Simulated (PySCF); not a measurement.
**Correlation energy of C⁻ (carbon, charge -1)**

[He] 2s2 2p3, high-spin 4S determinant. Calculation: PySCF 2.14, in def2-TZVPPD (6s3p3d1f, 37 functions); the non-relativistic Hamiltonian (point nucleus). Frozen: 1s2; 5 electrons correlated.

| level | correlation energy (mhartree) |
| --- | --- |
| CCSD | -109.04 |
| (T) | -3.85 |
| CCSD(T) | -112.89 |
| CCSDT | -113.55 |

Diagnostics: T1 = 0.0085, D1 = 0.0165, largest double amplitude 0.047.

Cost of the coupled-cluster step: roughly 0.7 core-seconds, for 5 correlated electrons.
